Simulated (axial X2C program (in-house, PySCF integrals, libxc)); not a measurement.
## Bond lengths and stretching modes, held linear, of OCTe

Calculated with an in-house all-electron X2C program for linear molecules (integrals from PySCF): two-component X2C with atomic mean-field Coulomb and Gaunt terms, Gaussian nuclei, basis O dyall-av3z, C dyall-v3z, Te dyall-v3z with contracted cores. Spin-free rows use the one-electron spin-free X2C Hamiltonian.

Masses O 15.995, C 12.000, Te 129.906 u. States: 2c Ω = 0 (all partner blocks equally filled); spin-free M_S = 0, Λ = 0 (closed shell).

PBE0, spin-free: energies above the lowest point

| r(O–C) (Å) | r(C–Te) (Å) | E (meV) |
| --- | --- | --- |
| 1.1183 | 1.8905 | 75.09 |
| 1.1183 | 1.9390 | 43.76 |
| 1.1183 | 1.9875 | 69.23 |
| 1.1470 | 1.8905 | 23.23 |
| 1.1470 | 1.9390 | 0.00 |
| 1.1470 | 1.9875 | 33.25 |
| 1.1470 | 2.0360 | 109.48 |
| 1.1757 | 1.8905 | 60.73 |
| 1.1757 | 1.9390 | 45.18 |
| 1.1757 | 1.9875 | 85.81 |
| 1.2044 | 1.9390 | 162.94 |
| 1.2044 | 2.0360 | 300.57 |

Question: Fit a quadratic surface with cubic terms in each bond: where is the minimum, and what are the two stretching wavenumbers?

Answer: At PBE0, spin-free: bonds 1.146 and 1.933 Å; harmonic stretches 530.7 and 2092.8 cm⁻¹; force constants 17.3, 3.94 and coupling 0.85 mdyn/Å.

The other levels and Hamiltonians give:

```csv
Hamiltonian,level,r(O–C) (Å),r(C–Te) (Å),lower stretch (cm⁻¹),upper stretch (cm⁻¹)
2c,PBE0,1.146,1.937,523.2,2090.0
2c,HF,1.109,2.006,406.5,2263.3
2c,r2SCAN,1.154,1.934,531.3,2045.1
2c,MP2,1.167,1.916,553.5,1938.1
spin-free,HF,1.109,1.997,426.9,2266.7
spin-free,r2SCAN,1.154,1.931,537.0,2047.3
spin-free,MP2,1.167,1.912,559.3,1937.5
```

Each state is one determinant, the lowest of a limited PBE0 search; the stretches come from a fit to these few points and carry an uncertainty of a few per cent. Other orders of the atoms were not compared. The levels spread by more than a fifth, so the stretches depend strongly on the method. MP2 freezes inner shells (threshold -2 hartree). The molecule was held linear; bending was not examined, so a bent shape may lie lower.
